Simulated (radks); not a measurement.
The numbers below are computed, except where a source is named.
Species: O4+. Configuration: [He] 2s2 (the NIST ground configuration).

Level of theory: Dirac Kohn-Sham, PBE, spin-unpolarised, spherical densities, finite nucleus; Fermi nuclear charge, rms radius 2.6991 fm (a radial shooting solver on a logarithmic mesh with Libxc functionals).

Energy parts (eV):
total: -1860.114
kinetic: 1860.734
electron-nucleus: -4016.553
Hartree: 458.949
exchange-correlation: -163.244

Orbitals (lengths in bohr, moments of r in powers of bohr; <r^-3> diverges for s and p1/2; r(max) is where P^2 peaks; r(90%) holds 90 % of the orbital's charge):
orbital	occ.	eigenvalue (eV)	r(max)	<r^-3>	r(90%)	<r>
1s1/2	2	-620.4599	0.1290	-	0.355	0.1986
2s1/2	2	-102.7220	0.7824	-	1.43	0.9307

The highest occupied level is 2s1/2 at -102.72 eV. The electron density at the nucleus is 331.6 e/bohr^3. For comparison, the ionisation energy in NIST's Atomic Spectra Database is 113.90 eV (measured). In exact Kohn-Sham theory the highest level is minus the ionisation energy, but local and semilocal functionals leave it too shallow, through self-interaction and a potential that decays too fast; potentials with the right tail come closer. The density falls to 0.001 e/bohr^3 at r = 2.13 bohr. Summed over all electrons, <r^2> = 2.140 bohr^2, which gives a Langevin (diamagnetic) susceptibility term of -1.69 x 10^-6 cm^3/mol.
